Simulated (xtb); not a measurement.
C3H6, charge +1, doublet, from a rough starting geometry (a state made from the parent by changing its charge; the spin is typed, not shown lowest); GFN2-xTB (xtb).

Input for xtb:
```
$ xtb mol.xyz --gfn 2 --chrg 1 --uhf 1 --opt vtight --json

# file mol.xyz
9

C     -1.07631136     0.04295407    -0.16305218
C      0.19220371     0.00325772     0.49210824
C      1.34255746    -0.15467191    -0.09903388
H     -1.74483770    -0.76213509     0.03390038
H     -1.64864004     1.04688928     0.18670732
H     -0.95482133     0.07478730    -1.25987468
H      0.11057576    -0.03225977     1.57422655
H      1.48354689    -0.08554624    -1.22287434
H      2.30176767    -0.19355864     0.42544958
```

What the program printed (banner, timings and long lists left out):

```
   ID    Z sym.   atoms
    1    6 C      1-3
    2    1 H      4-9

           -------------------------------------------------
          |                Calculation Setup                |
           -------------------------------------------------

           -------------------------------------------------
          |                 G F N 2 - x T B                 |
           -------------------------------------------------

          ...................................................
          :                      SETUP                      :
          :.................................................:
          :  # basis functions                  18          :
          :  # atomic orbitals                  18          :
          :  # shells                           12          :
          :  # electrons                        17          :
          :  max. iterations                   250          :
          :  Hamiltonian                  GFN2-xTB          :
          :  restarted?                      false          :
          :  GBSA solvation                  false          :
          :  PC potential                    false          :
          :  electronic temp.          300.0000000     K    :
          :  accuracy                    1.0000000          :
          :  -> integral cutoff          0.2500000E+02      :
          :  -> integral neglect         0.1000000E-07      :
          :  -> SCF convergence          0.1000000E-05 Eh   :
          :  -> wf. convergence          0.1000000E-03 e    :
          :  Broyden damping             0.4000000          :
          :  net charge                          1          :
          :  unpaired electrons                  1          :
          ...................................................

 iter      E             dE          RMSdq      gap      omega  full diag
   1     -9.0436802 -0.904368E+01  0.592E+00    5.62       0.0  T
   2     -9.0564622 -0.127820E-01  0.308E+00    5.14       1.0  T
   3     -9.0397688  0.166934E-01  0.252E+00    5.60       1.0  T
   4     -9.0700818 -0.303130E-01  0.673E-01    5.38       1.0  T
   5     -9.0709500 -0.868217E-03  0.293E-01    5.37       1.0  T
   6     -9.0710490 -0.989249E-04  0.116E-01    5.35       1.0  T
   7     -9.0711274 -0.784363E-04  0.434E-02    5.35       1.0  T
   8     -9.0711293 -0.189048E-05  0.262E-02    5.36       1.3  T
   9     -9.0711301 -0.858756E-06  0.163E-03    5.36      20.5  T
  10     -9.0711302 -0.130543E-07  0.100E-03    5.36      33.2  T
  11     -9.0711302 -0.131810E-08  0.348E-04    5.36      95.9  T
  12     -9.0711302 -0.995151E-10  0.688E-05    5.36     484.8  T

   *** convergence criteria satisfied after 12 iterations ***

         :::::::::::::::::::::::::::::::::::::::::::::::::::::
         ::                     SUMMARY                     ::
         :::::::::::::::::::::::::::::::::::::::::::::::::::::
         :: total energy              -8.898326268639 Eh    ::
         :: gradient norm              0.140069297956 Eh/a0 ::
         :: HOMO-LUMO gap              5.355491482132 eV    ::
         ::.................................................::
         :: SCC energy                -9.071129570896 Eh    ::
         :: -> isotropic ES            0.109130425034 Eh    ::
         :: -> anisotropic ES         -0.019632792373 Eh    ::
         :: -> anisotropic XC          0.013122276946 Eh    ::
         :: -> dispersion             -0.002309419346 Eh    ::
         :: repulsion energy           0.172803302257 Eh    ::
         :: add. restraining           0.000000000000 Eh    ::
         :: total charge               1.000000000041 e     ::
         :::::::::::::::::::::::::::::::::::::::::::::::::::::

      -----------------------------------------------------------
     |                   =====================                   |
     |                        A N C O P T                        |
[...]
 * total energy  :    -8.9163367 Eh     change       -0.5395093E-03 Eh
 * total energy  :    -8.9166043 Eh     change       -0.2675820E-03 Eh
 * total energy  :    -8.9166756 Eh     change       -0.7131953E-04 Eh
 * total energy  :    -8.9166836 Eh     change       -0.8002607E-05 Eh
 * total energy  :    -8.9167035 Eh     change       -0.1991513E-04 Eh
 * total energy  :    -8.9167109 Eh     change       -0.7364279E-05 Eh
 * total energy  :    -8.9167200 Eh     change       -0.9158641E-05 Eh
 * total energy  :    -8.9167254 Eh     change       -0.5409236E-05 Eh
 * total energy  :    -8.9167283 Eh     change       -0.2874930E-05 Eh
 * total energy  :    -8.9167290 Eh     change       -0.7410985E-06 Eh
 * total energy  :    -8.9167292 Eh     change       -0.1863607E-06 Eh
 * total energy  :    -8.9167293 Eh     change       -0.2890540E-07 Eh
   *** GEOMETRY OPTIMIZATION CONVERGED AFTER 16 ITERATIONS ***
         :: total energy              -8.916729261553 Eh    ::
[...]
         2        2.0000           -0.8431617             -22.9436
         3        2.0000           -0.7903323             -21.5060
         4        2.0000           -0.7581304             -20.6298
         5        2.0000           -0.7336357             -19.9632
         6        2.0000           -0.7258565             -19.7516
         7        2.0000           -0.6930145             -18.8579
         8        2.0000           -0.6770052             -18.4223
         9        1.0000           -0.6405908             -17.4314 (HOMO)
        10                         -0.4872088             -13.2576 (LUMO)
        11                         -0.1112818              -3.0281
        12                         -0.0942653              -2.5651
        13                         -0.0511521              -1.3919
        14                         -0.0339568              -0.9240
        15                         -0.0306295              -0.8335
        16                          0.0228924               0.6229
        17                          0.1568556               4.2683
        18                          0.2897247               7.8838
      -------------------------------------------------------------
                  HL-Gap            0.1533821 Eh            4.1737 eV
             Fermi-level           -0.6113489 Eh          -16.6357 eV

     #   Z          covCN         q      C6AA      α(0)
     1   6 C        3.753    -0.124    22.932     6.829
     2   6 C        2.884     0.062    26.609     8.457
     3   6 C        2.834    -0.007    28.197     8.702
     4   1 H        0.923     0.192     1.138     1.668
     5   1 H        0.923     0.200     1.099     1.639
     6   1 H        0.925     0.140     1.464     1.892
     7   1 H        0.924     0.174     1.240     1.741
     8   1 H        0.925     0.182     1.194     1.709
     9   1 H        0.925     0.181     1.200     1.713

 Mol. C6AA /au·bohr⁶  :        477.798954
 Mol. C8AA /au·bohr⁸  :      11018.185765
 Mol. α(0) /au        :         34.350240

Wiberg/Mayer (AO) data.
largest (>0.10) Wiberg bond orders for each atom

 ---------------------------------------------------------------------------
     #   Z sym  total        # sym  WBO       # sym  WBO       # sym  WBO
 ---------------------------------------------------------------------------
     1   6 C    3.953 --     2 C    1.198     6 H    0.957     4 H    0.849
                             5 H    0.828
     2   6 C    3.894 --     3 C    1.669     1 C    1.198     7 H    0.886
     3   6 C    3.708 --     2 C    1.669     9 H    0.921     8 H    0.917
     4   1 H    0.961 --     1 C    0.849
     5   1 H    0.956 --     1 C    0.828
     6   1 H    0.980 --     1 C    0.957
     7   1 H    0.967 --     2 C    0.886
     8   1 H    0.966 --     3 C    0.917
     9   1 H    0.967 --     3 C    0.921
 ---------------------------------------------------------------------------

Topologies differ in total number of bonds
Writing topology from bond orders to xtbtopo.mol

molecular dipole:
                 x           y           z       tot (Debye)
 q only:        0.088       0.016       0.131
   full:        0.119       0.017       0.194       0.580
molecular quadrupole (traceless):
                xx          xy          yy          xz          yz          zz
 q only:        6.769      -0.987      -4.939      -0.302      -0.371      -1.829
  q+dip:        7.025      -1.253      -6.145      -0.739      -0.749      -0.880
   full:        6.353      -0.998      -4.812      -0.422      -0.447      -1.541

optimized geometry written to: xtbopt.xyz

           -------------------------------------------------
          | TOTAL ENERGY               -8.916729261553 Eh   |
          | GRADIENT NORM               0.000062797230 Eh/α |
          | HOMO-LUMO GAP               4.173738637498 eV   |
           -------------------------------------------------

normal termination of xtb
```
